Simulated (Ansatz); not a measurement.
`CBOC1O[SiH2]1`, charge 0, multiplicity 1.

Q: Give a relaxed structure at PBE0-D4/def2-TZVP (Ansatz). (An estimate is asked.)

A: Computed: 
Z-matrix (Å, degrees):
```
C
B 1 1.557
H 1 1.096 2 110.0
H 1 1.096 2 110.1 3 115.7
H 1 1.091 2 113.5 3 -122.1
O 2 1.357 1 119.5 3 120.8
H 2 1.205 1 122.5 3 -58.6
C 6 1.385 2 121.5 1 179.8
O 8 1.439 6 112.5 2 -120.3
Si 8 1.819 6 120.6 2 171.7
H 8 1.091 6 112.4 2 7.9
H 10 1.477 8 121.0 6 0.5
H 10 1.480 8 123.4 6 -162.7
```
This is one stationary point; other conformers may exist.
